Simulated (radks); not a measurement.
Excited configurations of the indium ion In3+: one electron is placed in a higher orbital outside [Kr] 4d9. The ground configuration is [Kr] 4d10. Calculated with a radial shooting solver on a logarithmic mesh with Libxc functionals: scalar-relativistic Kohn-Sham, r2SCAN, spin-polarised, spherical densities, finite nucleus; open shells are filled with parallel spins first (spin-orbit coupling, left out, can overturn this in heavy ions); meta-GGA in the generalised Kohn-Sham scheme; Fermi nuclear charge, rms radius 4.6156 fm. Excitation = E - E(ground); binding = E(ion) - E, where the ion is the core of charge +4; n* = 4/sqrt(2 binding) in atomic units, and the quantum defect is n - n*.

outer orbital,excitation (eV),binding (eV),n*,quantum defect
5s,16.388,40.168,2.328,2.672
5p,25.560,30.996,2.650,2.350
5d,36.742,19.814,3.315,1.685
5f,46.676,9.880,4.694,0.306
6s,37.152,19.404,3.349,2.651
6p,40.390,16.166,3.670,2.330
6d,44.890,11.666,4.320,1.680
6f,49.615,6.940,5.600,0.400
7s,45.054,11.502,4.350,2.650
7p,46.549,10.007,4.664,2.336
7d,48.832,7.723,5.309,1.691
7f,51.465,5.091,6.539,0.461

The Delta-SCF ionisation energy is 56.556 eV (NIST Atomic Spectra Database: 55.45 eV, measured). Self-interaction in the functional shifts the binding energies and quantum defects, so they are the method's values and not measured ones. Open shells are spherical and high-spin; term and fine-structure splittings are not resolved. Spin-orbit splitting is averaged out at the scalar-relativistic level.
